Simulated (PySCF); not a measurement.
Isomers of C8H15P, mass 142.091 u with the commonest isotopes. The calculation used PBE0/pcSseg-1 in PySCF (dipole) on a GFN2-xTB geometry, gas phase. One conformer each, none proved a minimum here; rigid rotors.

Task: Order these by rotational constant C, largest first.
A. `[CH3:1][P:2]([CH:3]1[CH2:4][CH2:5][CH2:6]1)[CH:7]1[CH2:8][CH2:9]1` with C1–P2–C3–C4 79°, C1–P2–C7–C8 -94°, P2–C3–C4–C5 129°, C3–C4–C5–C6 -11°, C4–C5–C6–C3 11°, P2–C7–C8–C9 -108°
B. `[CH3:1][CH2:2][P:3]1[C:4]([CH3:5])=[C:6]1[CH:7]([CH3:8])[CH3:9]` with C1–C2–P3–C4 133°, C4–C6–C7–C8 3°
C. `[CH3:1][C:2]([CH3:3])([CH3:4])[C:5]1=[CH:6][PH:7][CH2:8][CH2:9]1` with C5–C6–P7–C8 -13°, C6–P7–C8–C9 23°, P7–C8–C9–C5 -28°, C2–C5–C9–C8 -161°
D. `[CH2:1]=[CH:2]/[CH:3]=[P:4]/[CH2:5][C:6]([CH3:7])([CH3:8])[CH3:9]` with C1–C2–C3–P4 180°, C3–P4–C5–C6 180°

Result: C (774.8 MHz), B (732.1 MHz), A (715.2 MHz), D (528.5 MHz).

Task: Order these by out-of-plane moment Σ m c² = (Ia + Ib − Ic)/2, largest first.
A. `[CH2:1]=[CH:2]/[CH:3]=[P:4]/[CH2:5][C:6]([CH3:7])([CH3:8])[CH3:9]` with C1–C2–C3–P4 180°, C3–P4–C5–C6 180°
B. `[CH3:1][C:2]([CH3:3])([CH3:4])[C:5]1=[CH:6][PH:7][CH2:8][CH2:9]1` with C5–C6–P7–C8 -13°, C6–P7–C8–C9 23°, P7–C8–C9–C5 -28°, C2–C5–C9–C8 -161°
C. `[CH3:1][P:2]([CH:3]1[CH2:4][CH2:5][CH2:6]1)[CH:7]1[CH2:8][CH2:9]1` with C1–P2–C3–C4 79°, C1–P2–C7–C8 -94°, P2–C3–C4–C5 129°, C3–C4–C5–C6 -11°, C4–C5–C6–C3 11°, P2–C7–C8–C9 -108°
D. `[CH3:1][CH2:2][P:3]1[C:4]([CH3:5])=[C:6]1[CH:7]([CH3:8])[CH3:9]` with C1–C2–P3–C4 133°, C4–C6–C7–C8 3°

Result: D (71.08 u·Å²), B (62.28 u·Å²), A (56.42 u·Å²), C (28.57 u·Å²).

Task: Order these by rotational constant A, largest first.
A. `[CH3:1][C:2]([CH3:3])([CH3:4])[C:5]1=[CH:6][PH:7][CH2:8][CH2:9]1` with C5–C6–P7–C8 -13°, C6–P7–C8–C9 23°, P7–C8–C9–C5 -28°, C2–C5–C9–C8 -161°
B. `[CH2:1]=[CH:2]/[CH:3]=[P:4]/[CH2:5][C:6]([CH3:7])([CH3:8])[CH3:9]` with C1–C2–C3–P4 180°, C3–P4–C5–C6 180°
C. `[CH3:1][P:2]([CH:3]1[CH2:4][CH2:5][CH2:6]1)[CH:7]1[CH2:8][CH2:9]1` with C1–P2–C3–C4 79°, C1–P2–C7–C8 -94°, P2–C3–C4–C5 129°, C3–C4–C5–C6 -11°, C4–C5–C6–C3 11°, P2–C7–C8–C9 -108°
D. `[CH3:1][CH2:2][P:3]1[C:4]([CH3:5])=[C:6]1[CH:7]([CH3:8])[CH3:9]` with C1–C2–P3–C4 133°, C4–C6–C7–C8 3°

Result: B (3633 MHz), A (2579 MHz), C (2361 MHz), D (1592 MHz).

```json
{"SMILES": "CCP1C(C)=C1C(C)C", "point group": "C1", "Ia (u·Å²)": "317.40", "Ib (u·Å²)": "515.06", "Ic (u·Å²)": "690.29", "κ": "-0.42", "μa (D)": "1.13", "μb (D)": "0.47", "μc (D)": "1.51"}
{"SMILES": "C=C/C=P/CC(C)(C)C", "point group": "Cs", "Ia (u·Å²)": "139.11", "Ib (u·Å²)": "929.97", "Ic (u·Å²)": "956.24", "κ": "-0.99", "μa (D)": "0.37", "μb (D)": "1.15", "μc (D)": "0.00"}
{"SMILES": "CC(C)(C)C1=CPCC1", "point group": "C1", "Ia (u·Å²)": "195.95", "Ib (u·Å²)": "580.90", "Ic (u·Å²)": "652.29", "κ": "-0.89", "μa (D)": "1.63", "μb (D)": "1.10", "μc (D)": "0.40"}
{"SMILES": "CP(C1CCC1)C1CC1", "point group": "C1", "Ia (u·Å²)": "214.03", "Ib (u·Å²)": "549.70", "Ic (u·Å²)": "706.59", "κ": "-0.75", "μa (D)": "0.03", "μb (D)": "0.02", "μc (D)": "1.24"}
```
